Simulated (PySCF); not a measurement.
The same groups moved round the core (propene chloro+silyl). Isolated molecules, 0 K electronic values unless said otherwise. One relaxed conformer stands for each flexible species; it need not be the lowest. Strings in code marks are SMILES.

The HOMO–LUMO gap from two functionals at the same geometries (CAM-B3LYP-D3(BJ)/def2-TZVP), both in PySCF: PBE-D3(BJ)/def2-TZVP and TPSSh-D3(BJ)/def2-TZVP. 

```csv
species,PBE-D3(BJ)/def2-TZVP (eV),TPSSh-D3(BJ)/def2-TZVP (eV)
`C/C(Cl)=C/[SiH3]`,4.74,5.75
`C(/Cl)=C(/[SiH3])C`,4.66,5.68
`C/C=C(/[SiH3])Cl`,4.84,5.86
`C/C=C(\[SiH3])Cl`,4.53,5.55
```

Over these rows, drawn at random from the members with no instability flagged (it was tested for open shells, ions and some series alone), PBE minus TPSSh-D3(BJ): mean -1.02 eV, from -1.03 eV to -1.01 eV.
